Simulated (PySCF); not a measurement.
Atom-mapped SMILES (the numbers label the heavy atoms): `[Cl:1][CH2:2][SiH2:3][Cl:4]`. Hydrogens are named by the atom that carries them.

Geometry: GFN2-xTB; GIAO shifts from PySCF 2.14, gas phase, non-relativistic, averaged over equivalent atoms.

At PBE0/STO-3G (36 basis functions, 5.1 s wall time on 1 thread of an Intel Xeon Platinum 8259CL, shared host):
| atoms | δ (ppm) |
| --- | --- |
| C2 | 30.8 |
| Si3 | -47.3 |
| H(Si3) | 3.08 |
| H(C2) | 2.29 |

δ = σ(ref) − σ, references computed at the same level: $^{13}$C (236.17 ppm) and $^{29}$Si (508.68 ppm) and $^{1}$H (33.02 ppm) vs TMS.

Q: Predict the values at PBE0/pcSseg-1 on the same geometry.

A: 
| atoms | δ at PBE0/pcSseg-1 | change |
| --- | --- | --- |
| C2 | 32.6 | +1.8 |
| Si3 | -23.7 | +23.6 |
| H(Si3) | 4.95 | +1.87 |
| H(C2) | 3.21 | +0.92 |

δ = σ(ref) − σ, references computed at the same level: $^{13}$C (σ = 186.93 ppm) and $^{29}$Si (σ = 349.16 ppm) and $^{1}$H (σ = 31.72 ppm) vs TMS.

The largest change is at Si3 (silicon bonded to C, Cl, 2 H). Cost: 109 basis functions, 6.7 s wall time on 1 thread of an Arm Neoverse V1, shared host.

Carbons that carry Cl, above all several Cl atoms, come out too deshielded, partly because spin–orbit coupling is missing.
